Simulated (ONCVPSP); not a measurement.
**lutetium: one change to an ONCV potential, before and after**

ONCVPSP 4.0.1 input, shortened (lines: element, Z, core and valence counts, functional; n l f; lmax; l rc ep ncon nbas qcut; lloc lpopt rc5 dvloc0; l nproj debl; icmod fcfact rcfact), PBE, scalar-relativistic:

```
  Lu 71.00    9    5        4      upf
    1    0    2.00
    2    0    2.00
    2    1    6.00
    3    0    2.00
    3    1    6.00
    3    2   10.00
    4    0    2.00
    4    1    6.00
    4    2   10.00
    4    3   14.00
    5    0    2.00
    5    1    6.00
    5    2    1.00
    6    0    1.50
    3
    0    1.80    0.00    3    6    6.00
    1    2.25    0.00    4    9    6.50
    2    2.25    0.00    5    8    5.00
    3    0.75    0.00    4    9   21.50
    4    4    0.70    0.00
    0    2    2.70
    1    1    1.40
    2    2    1.00
    3    1    3.80
    2    0.50    1.15
```

Change: local potential polynomial inside 0.70 bohr (lpopt 4, dvloc0 7.5 Ha).

Cutoffs: the cutoffs (Ha) at which the residual kinetic energy of the hardest occupied pseudo-wave falls to 1 and 0.1 mHa per electron; they do not see the model core or the augmentation charge, which bear on the density cutoff. Errors are all-electron minus pseudo energies relative to the spin-unpolarised reference configuration.

Question: Predict the effect on cutoff, ghosts and configuration errors.

Answer: The potential gets neither clearly harder nor softer (206 Ha and 226 Ha → 206 Ha and 226 Ha); both files keep a bound ghost (p, s); of the 4 tests that both files solve, the error grows in 1 and shrinks in 0 by more than 15 % and 0.3 meV (median size 3.4 → 3.3 meV); the range in which the p phases agree narrows (upper end at the end of the scan → -0.7).

| quantity | base | changed |
| --- | --- | --- |
| cutoff, loose | 206 Ha | 206 Ha |
| cutoff, tight | 226 Ha | 226 Ha |
| bound ghosts | s, p | s, p |
| GHOST(+) flags under 300 eV | none | none |
| error for 4f14 5s2 5p6 5d1 6s2, meV [ΔE -2.99 eV] | +0.6 | +0.6 |
| error for 4f14 5s2 5p6 5d1 6s1, meV [ΔE 4.38 eV] | -1.2 | -1.2 |
| error for 4f14 5s2 5p6 5d1 6s0, meV [ΔE 17.66 eV] | -5.6 | -5.4 |
| error for 4f13 5s2 5p6 5d1 6s2, meV [ΔE 14.55 eV] | -250 | +593 |
| s: phases at 1.83 bohr within 0.05 rad from the reference energy up to (Ha; the scan ends near 5) | to the end of the scan | to the end of the scan |
| p: phases at 2.28 bohr within 0.05 rad from the reference energy up to (Ha; the scan ends near 5) | to the end of the scan | -0.7 |
| d: phases at 2.28 bohr within 0.05 rad from the reference energy up to (Ha; the scan ends near 5) | to the end of the scan | to the end of the scan |
| f: phases at 0.76 bohr within 0.05 rad from the reference energy up to (Ha; the scan ends near 5) | to the end of the scan | to the end of the scan |
| rms error of d²Exc/dni dnj with the model core, mHa | 1.57 | 1.56 |

 A true bound ghost makes a file unfit for plane-wave use even where its test errors are small: the radial tests pick states by their node count and pass the ghost by.
